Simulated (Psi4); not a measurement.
ditellurium (Te2), triplet, geometry from GFN2-xTB (core potentials on Te); PBE0/def2-SV(P) run with Psi4.

Here is a job for Psi4.
```
memory 2 GB

molecule {
0 3
  Te   -0.00000000   -0.00000000   -1.30099916
  Te    0.00000000    0.00000000    1.30099916
}

set basis def2-sv(p)
set reference uks

energy('pbe0')
print_variables()
```

Q: Write the output that Psi4 gives for this input, abridged.

A: 
```
   => Loading Basis Set <=

    Name: DEF2-SV(P)
    Role: ORBITAL
    Keyword: BASIS

    !!!  WARNING: ECP capability is in beta. Please check occupations closely.  !!!

         ---------------------------------------------------------
                                   SCF
               by Justin Turney, Rob Parrish, Andy Simmonett
                          and Daniel G. A. Smith
                              UKS Reference
         ---------------------------------------------------------

  ==> Geometry <==

    Molecular point group: d2h
    Full point group: D_inf_h

    Geometry (in Angstrom), charge = 0, multiplicity = 3:

       Center              X                  Y                   Z               Mass
    ------------   -----------------  -----------------  -----------------  -----------------
         TE           0.000000000000     0.000000000000    -1.300999160000   129.906222748000
         TE           0.000000000000     0.000000000000     1.300999160000   129.906222748000

  Running in d2h symmetry.

  Rotational constants: A = ************  B =      0.03833  C =      0.03833 [cm^-1]
  Rotational constants: A = ************  B =   1149.22011  C =   1149.22011 [MHz]
  Nuclear repulsion =  117.143070771052606

  Charge       = 0
  Multiplicity = 3
  Electrons    = 48
  Nalpha       = 25
  Nbeta        = 23

  ==> Algorithm <==

  SCF Algorithm Type is DF.
  DIIS enabled.
  MOM disabled.
  Fractional occupation disabled.
  Guess Type is SAD.
  Energy threshold   = 1.00e-06
  Density threshold  = 1.00e-06
  Integral threshold = 1.00e-12

  ==> Primary Basis <==

  Basis Set: DEF2-SV(P)
    Blend: DEF2-SV(P)
    Number of shells: 20
    Number of basis functions: 52
    Number of Cartesian functions: 56
    Spherical Harmonics?: true
    Max angular momentum: 2

  Core potential: DEF2-SV(P)
    Number of shells: 8
    Number of ECP primitives: 36
    Number of ECP core electrons: 56
    Max angular momentum: 3

  ==> DFT Potential <==

   => LibXC <=

    Version 7.1.2
    S. Lehtola, C. Steigemann, M. J. T. Oliveira, and M. A. L. Marques,  SoftwareX 7, 1–5 (2018) (10.1016/j.softx.2017.11.002)

   => Composite Functional: PBE0 <=

    PBE0 Hyb-GGA Exchange-Correlation Functional

    C. Adamo and V. Barone,  J. Chem. Phys. 110, 6158 (1999) (10.1063/1.478522)
    M. Ernzerhof and G. E. Scuseria,  J. Chem. Phys. 110, 5029 (1999) (10.1063/1.478401)

    Deriv               =              1
    GGA                 =           TRUE
[...]
   @S   Expected:                1.000000000E+00
   @S   Observed:                1.000000000E+00

    Orbital Energies [Eh]
    ---------------------

    Alpha Occupied:

[...]
       3B3g   -0.234558

    Alpha Virtual:

[...]
    Beta Occupied:

[...]
    Beta Virtual:

[...]
    Final Occupation by Irrep:
             Ag   B1g   B2g   B3g    Au   B1u   B2u   B3u
    DOCC [     6,    1,    2,    2,    1,    5,    3,    3 ]
    SOCC [     0,    0,    1,    1,    0,    0,    0,    0 ]
    NA   [     6,    1,    3,    3,    1,    5,    3,    3 ]
    NB   [     6,    1,    2,    2,    1,    5,    3,    3 ]

  @DF-UKS Final Energy:  -536.08067672371305

   => Energetics <=

    Nuclear Repulsion Energy =            117.1430707710526065
    One-Electron Energy =               -1167.9868810546915938
    Two-Electron Energy =                 546.4558150090983872
    DFT Exchange-Correlation Energy =     -31.6926814491723761
    Empirical Dispersion Energy =           0.0000000000000000
    VV10 Nonlocal Energy =                  0.0000000000000000
    Total Energy =                       -536.0806767237129407

  UHF NO Occupations:
  HONO-2 :    3B3u 1.9989158
  HONO-1 :    3B2g 1.0000000
  HONO-0 :    3B3g 1.0000000
  LUNO+0 :    4B3u 0.0010842
  LUNO+1 :    4B2u 0.0010842
  LUNO+2 :    6B1u 0.0002972
  LUNO+3 :    7 Ag 0.0002626

Computation Completed

Properties will be evaluated at   0.000000,   0.000000,   0.000000 [a0]

Properties computed using the SCF density matrix

 Multipole Moments:

 ------------------------------------------------------------------------------------
     Multipole            Electronic (a.u.)      Nuclear  (a.u.)        Total (a.u.)
 ------------------------------------------------------------------------------------

 L = 1.  Multiply by 2.5417464519 to convert [e a0] to [Debye]
 Dipole X            :          0.0000000            0.0000000            0.0000000
 Dipole Y            :          0.0000000            0.0000000            0.0000000
 Dipole Z            :          0.0000000            0.0000000            0.0000000
 Magnitude           :                                                    0.0000000

 ------------------------------------------------------------------------------------

  Variable Map:
  ----------------------------------------------------------------------------
[...]
  Array Variable Map:
  ----------------------------------------------------------------------------
[...]
[...]
```
